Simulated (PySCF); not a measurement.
CF3, charge -1. Atoms are numbered in the order given.

```xyz
4

C      0.0000     0.0000    -0.5495
F      1.0932     0.6311     0.1221
F     -1.0932     0.6311     0.1221
F      0.0000    -1.2623     0.1221
```
Charge -1, spin multiplicity 1.

Geometry: ωB97X-D3(BJ)/def2-SVPD.

Calculation: PySCF with PBE/def2-TZVPD.

Symmetry labels are those of the subgroup Cs that the program uses (full group C3v).

Computed valence orbital energies around the gap with their symmetry:
```tsv
orbital	symmetry	energy (eV)
HOMO−7	A"	-6.78
HOMO−6	A'	-5.40
HOMO−5	A"	-4.12
HOMO−4	A'	-4.12
HOMO−3	A'	-3.00
HOMO−2	A"	-3.00
HOMO−1	A"	-2.63
HOMO	A'	0.99
LUMO	A'	4.41
LUMO+1	A"	5.06
LUMO+2	A'	5.06
LUMO+3	A'	5.63
```
